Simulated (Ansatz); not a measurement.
Task: Name a neutral molecule of C, Cl, O, Si and H with LUMO energy (ωB97M-V/def2-TZVPP) between 1.15 and 1.45 eV and LUMO energy (PBE/def2-TZVPP) between -1.25 and -0.95 eV (Ansatz, PBE0-D4/def2-TZVP geometry).

Result: `O[SiH2]/C(O)=C\Cl` (1.41 eV, -1.12 eV); `[SiH3]OC[SiH2]Cl` (1.42 eV, -1.21 eV); `C[SiH2][SiH](O)Cl` (1.38 eV, -1.12 eV). Other molecules can fit too; these were computed, each in one conformer that needn't be the lowest.
